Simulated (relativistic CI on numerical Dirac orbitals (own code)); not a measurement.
## What each ingredient does to the levels of Tc⁴²⁺

Base calculation: Dirac-Coulomb-Breit CI, KLI orbitals optimised for each configuration, QED by a radiative potential.

CI space: 1s, 2s, 2p, 3s, 3p, 3d, 4s, 4p, 4d, 4f, 5s, 5p, 5d, 5f, 5g, 6s, 6p, 6d. Levels of other configurations are missing.

Variants: (1) QED terms removed; (2) non-relativistic limit. Shifts of the energy above 1s 2S_1/2, in eV, for the lowest level and the first level of each name with at least 55 % of one term (blank where a level changes its place among those of its configuration and J or its character, or is not in the variant):

```tsv
Level	Base	Δ(1)	Δ(2)
1s 2S_1/2	0.0	0.0	0.0
2p 2P°_1/2	19293.7	+20.7	-426.5
2s 2S_1/2	19296.9	+17.5	-429.7
2p 2P°_3/2	19459.0	+20.4	-591.8
3p 2P°_1/2	22919.6	+20.7	-558.5
3s 2S_1/2	22920.6	+19.8	-559.4
3d 2D_3/2	22968.6	+20.7	-607.4
3p 2P°_3/2	22968.7	+20.6	-607.5
3d 2D_5/2	22984.2	+20.7	-623.0
4p 2P°_1/2	24181.9	+20.7	-597.8
4s 2S_1/2	24182.3	+20.3	-598.2
4d 2D_3/2	24202.5	+20.7	-618.4
4p 2P°_3/2	24202.5	+20.7	-618.5
4f 2F°_5/2	24209.1	+20.7	-625.0
4d 2D_5/2	24209.1	+20.7	-625.0
4f 2F°_7/2	24212.3	+20.7	-628.3
5p 2P°_1/2	24763.2	+20.7	-613.1
5s 2S_1/2	24763.4	+20.5	-613.3
5d 2D_3/2	24773.7	+20.7	-623.7
5p 2P°_3/2	24773.8	+20.7	-623.7
5f 2F°_5/2	24777.1	+20.7	-627.0
5d 2D_5/2	24777.1	+20.7	-627.0
```
